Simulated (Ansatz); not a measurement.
`CC[SiH2]CC` + `Cl[SiH2][NH][GeH3]` → `CC[N]([GeH3])[SiH2]Cl` + `CC[SiH3]`  (substitution at a C–Si bond)

Computed with Ansatz on PBE0-D4/def2-TZVP structures; ΔE is electronic, products minus reactants. CCSD(T)/CBS is the MP2 limit (def2-TZVPP, def2-QZVPP) plus CCSD(T) − MP2 in def2-TZVPP, frozen cores. Functionals use def2-TZVPP. B3LYP here is the variant with VWN-RPA as its local correlation; programs differ in this. HSE06 is defined as in plane-wave codes. For Ge outer-core shells are correlated without core-valence functions, which leaves a few kJ/mol of doubt a bond. Scalar relativity is left out up to krypton. One conformer a species, not always the lowest.

```tsv
level	ΔE (kJ/mol)	difference from CCSD(T)/CBS
LDA (SPW92)	53.8	-6.4
PBE-D4	58.6	-1.6
revPBE-D4	55.4	-4.8
BLYP-D4	54.4	-5.8
r2SCAN-D4	63.5	3.3
B97M-V	62.5	2.3
PBE0-D4	61.0	0.8
B3LYP-D4	57.4	-2.8
r2SCANh-D4	64.0	3.8
HSE06-D4	61.2	1.0
BHLYP-D4	59.1	-1.1
CAM-B3LYP-D4	58.5	-1.7
ωB97X-V	59.1	-1.1
ωB97M-V	62.5	2.3
B2PLYP	62.0	1.8
PBE-QIDH	62.8	2.6
PBE	62.6	2.4
revPBE	66.1	5.9
r2SCAN	64.6	4.4
PBE0	64.6	4.4
B3LYP	63.9	3.7
r2SCANh	65.2	5.0
r2SCAN0	65.8	5.6
HSE06	64.6	4.4
BHLYP	64.4	4.2
CAM-B3LYP	62.3	2.1
RPA@PBE/def2-TZVPP	52.0	-8.2
HF/def2-SVP	51.9	-8.3
MP2/def2-SVP	43.9	-16.3
CCSD/def2-SVP	42.1	-18.1
HF/def2-TZVPP	64.5	4.3
MP2/def2-TZVPP	59.6	-0.6
SCS-MP2/def2-TZVPP	57.8	-2.4
CCSD/def2-TZVPP	59.6	-0.6
CCSD(T)/def2-TZVPP	57.7	-2.5
HF/def2-QZVPP	64.8	4.6
MP2/def2-QZVPP	61.2	1.0
HF/CBS(def2)	64.9	4.7
MP2/CBS(def2)	62.2	2.0
CCSD/CBS(def2)	62.2	2.0
CCSD(T)/CBS	60.2	0
```

Largest T1 diagnostic among the species: 0.011.

The D4 term adds −6.5 kJ/mol with B3LYP and −3.6 kJ/mol with PBE0; it sums over pairs of atoms, weighted by their polarisabilities, and B3LYP, whose exchange is more repulsive, gets the larger term. Leaving LDA and LC-ωPBE aside and taking each functional with its dispersion term where it has one, the values, not all of them listed here, spread over 10.1 kJ/mol, from BLYP-D4 to r2SCAN0-D4. LDA lies −8.8 kJ/mol from PBE without D4. At CCSD(T), def2-SVP lies −20.7 kJ/mol from the extrapolated value and def2-TZVPP −2.5 kJ/mol.

CCSD(T)/CBS has its own doubt, a few kJ/mol and more with outer-core shells, so smaller differences from it don't rank the levels.
